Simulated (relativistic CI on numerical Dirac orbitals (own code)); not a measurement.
## Slater and spin-orbit integrals, Sr XVII

Computed by Dirac-Coulomb-Breit CI, KLI orbitals optimised for each configuration, model QED, unscaled Slater integrals (own radial code, finite nucleus).

Slater integrals F^k, G^k are unscaled and averaged over j, outside the closed core [Ne]; ζ comes from projecting the Hamiltonian with its Breit term on Σ l·s of the shell.

- 3s²3p⁶3d⁴: F^2(3d,3d) = 237490, F^4(3d,3d) = 152230, ζ(3d) = 7377.9 cm⁻¹; <r>(3d) = 0.4226, <r^2>(3d) = 0.2097 (bohr units).
- 3s²3p⁵3d⁵: ζ(3p) = 66726, F^2(3d,3d) = 236780, F^4(3d,3d) = 151750, F^2(3p,3d) = 217410, G^1(3p,3d) = 247020, G^3(3p,3d) = 160080, ζ(3d) = 7230.3 cm⁻¹; <r>(3p) = 0.4556, <r^2>(3p) = 0.2399, <r>(3d) = 0.4237, <r^2>(3d) = 0.2109 (bohr units).
- 3s3p⁶3d⁵: F^2(3d,3d) = 236530, F^4(3d,3d) = 151580, G^2(3s,3d) = 187740, ζ(3d) = 7328.5 cm⁻¹; <r>(3s) = 0.4599, <r^2>(3s) = 0.2411, <r>(3d) = 0.4241, <r^2>(3d) = 0.2113 (bohr units).

Task: Give the Racah parameters of the d shell in 3s²3p⁶3d⁴.

Result: B = F²/49 − 5F⁴/441 = 3121 cm⁻¹ and C = 35F⁴/441 = 12082 cm⁻¹.

Averages of the first 10 configurations, taken without configuration mixing, which lowers the lowest level and can move excited configurations by several eV; other configurations of the list can lie among them:

| Configuration | Parity | States | Average energy above the lowest level (eV) |
| --- | --- | --- | --- |
| 3s²3p⁶3d⁴ | even | 210 | 13.7 |
| 3s²3p⁵3d⁵ | odd | 1512 | 140.9 |
| 3s3p⁶3d⁵ | even | 504 | 229.3 |
| 3s²3p⁶3d³4s | even | 240 | 252.8 |
| 3s²3p⁶3d³4p | odd | 720 | 281.8 |
| 3s²3p⁶3d³4d | even | 1200 | 325.6 |
| 3s²3p⁶3d³4f | odd | 1680 | 365.1 |
| 3s²3p⁵3d⁴4s | odd | 2520 | 376.8 |
| 3s²3p⁶3d²4s4p | odd | 540 | 534.9 |
| 3s²3p⁶3d³5s | even | 240 | 407.3 |
